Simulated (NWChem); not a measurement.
Species: CH$_{3}$NO$_{2}$Si; SMILES N#CO[SiH2]O

```xyz
8

N      0.6000    -2.4870    -0.3397
C      0.0228    -1.5631     0.0771
O     -0.6223    -0.5525     0.5599
Si    -0.4736     1.0264    -0.1035
O      1.0070     1.6717     0.1958
H     -1.4637     1.7965     0.6593
H     -0.7548     0.8808    -1.5496
H      1.7644     1.3817    -0.3324
```
Atoms are numbered in this order, from 1.

Computed with NWChem. Geometry: optimised at B3LYP/6-31G* (spherical d). Level: PBE0/aug-cc-pVDZ; rows give the wavelength of the field.

### Question
Among these, which field gives the highest value of “isotropic polarisability (bohr³)”?
A) 1065 nm
B) 589 nm
C) static
D) 400 nm

### Answer
D, 400 nm. Values: static 49.2; 1065 nm 49.6; 589 nm 50.5; 400 nm 52.2
